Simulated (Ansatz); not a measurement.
Harmonic frequencies (cm⁻¹) at PBE0-D4/def2-TZVP from Ansatz: 75, 240, 445, 612, 706, 747, 891, 927, 938, 1166, 1307, 1458, 1469, 2600, 2710, 3080, 3178, 3192.

Q: Which molecule is it?
A. `CB(O)Br`
B. `B[Se]C`
C. `Cl[B](Cl)[GeH3]`
D. `BN`

A: B.
